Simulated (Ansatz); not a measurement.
Several settings on one geometry of SiFCl3 (SiCl3F) (that of the charge 0 singlet, PBE-D4/def2-SVP). Ansatz on 4 threads of Arm Neoverse V2 on a shared host; times are rough.

Cartesian coordinates in Å:
```
Si 0.0004 -0.0005 0.0628
F 0.0083 -0.0163 1.6814
Cl 1.9362 0.0102 -0.5910
Cl -0.9764 1.6824 -0.5604
Cl -0.9684 -1.6757 -0.5928
```

Totals from different functionals, basis sets or treatments of relativity can't be compared as stabilities.

DK, ANO-RCC and x2c sets are all-electron and run with scalar relativity unless a key says otherwise.

**Question.** Give the basis size and estimate the energy, ⟨S²⟩, dipole and time of these runs.

| run | method | charge | state | further keys |
| --- | --- | --- | --- | --- |
| 1 | UKS r2SCAN0-D4/ANO-RCC-VTZP | 0 | singlet | point_charges: [{charge: 0.50, position_ang: [5.016, 0.340, -0.837]}]; scf: {omitted_lower_state_checks: [starts]}; forces asked |
| 2 | RKS ωPBEh/ANO-RCC-VTZP | 0 | singlet | – |
| 3 | RKS PBE0-D3(BJ)-ATM/cc-pVTZ-DK | 0 | singlet | scf: {omitted_lower_state_checks: [starts]}; forces asked |

**Answer.** 
```tsv
run	functions	energy (Eh)	⟨S²⟩	dipole (D)	wall time
1	166	-1775.0594	0.00	1.35	17 s
2	166	-1774.6633	–	–	4 s
3	166	-1774.5627	–	0.61	2.8 s
```
